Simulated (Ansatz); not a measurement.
Z-matrix (Å, degrees):
```
C
H 1 1.0816
H 1 1.0816 2 118.63
N 1 1.3858 2 116.84 3 148.50
H 4 1.0080 1 115.47 2 39.27
H 4 1.0080 5 111.38 1 -134.27
```
Charge 0, spin multiplicity 2.

Calculation: frozen-core CCSD(T)/cc-pVTZ // PBE0-D4/def2-TZVP (Ansatz, a program for electronic structure).

```json
{
 "HF energy": "-94.63042 Ha",
 "MP2 correlation energy": "-0.36987 Ha"
}
```

### Question
Estimate the CCSD correlation energy, the (T) correction, the total energy and the T1 diagnostic.

### Answer

```
Item                            Value
-----------------------  ------------
CCSD correlation energy   -0.39371 Ha
(T) correction            -0.01403 Ha
CCSD(T) total energy     -95.03816 Ha
T1 diagnostic                   0.016
```
